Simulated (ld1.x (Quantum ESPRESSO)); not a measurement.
**Configuration tests for palladium (Pd) (TM)**

* Element: palladium (Pd)
* Generator: ld1.x (Quantum ESPRESSO) 7.5
* Type: norm-conserving Troullier–Martins (Kleinman–Bylander form)
* Functional: LDA (PZ)
* Relativity: scalar-relativistic
* Frozen core: [Kr]
* Valence charge: 10
* Reference configuration: 4d9 5s0 5p0 (charge +1)
* Partial waves: 5s (bound, empty): rc 2.65 bohr; 4d (bound): rc 1.70 bohr; 5p (bound, empty): rc 2.50 bohr
* Local potential: the p channel
* Core correction: none

Energies are relative to the spin-unpolarised reference configuration 4d9 5s0 5p0; without spin polarisation the order of configurations can differ from experiment. Spin-polarised rows fill each open shell by Hund’s rule, majority spin first.

```
       valence configuration  charge  ΔE all-electron (eV)  error AE − PS (meV)
                4d10 5s0 5p0       0                -9.389                  -88
                 4d8 5s0 5p0      +2                21.081                 -174
                 4d7 5s0 5p0      +3                55.676                 -797
                 4d9 5s0 5p1       0                -4.071                 +0.1
                 4d6 5s0 5p0      +4               105.229                -1914
                 4d8 5s1 5p0      +1                 4.407                 -150
4d9 5s0 5p0 (spin-polarised)      +1                -0.144                  +97
4d8 5s0 5p0 (spin-polarised)      +2                20.446                 +282
```

(1) What are ΔE and the potential's error for 4d9 5s1 5p0?

Levels in the configuration 4d9 5s0 5p0 (spin-polarised):

| level | all-electron (eV) | pseudo (eV) |
| --- | --- | --- |
| 4d up | -15.162 | -15.345 |
| 4d down | -14.584 | -14.376 |

## Answers

(1) ΔE = -7.953 eV all-electron; the error (AE − PS) is +2.3 meV.
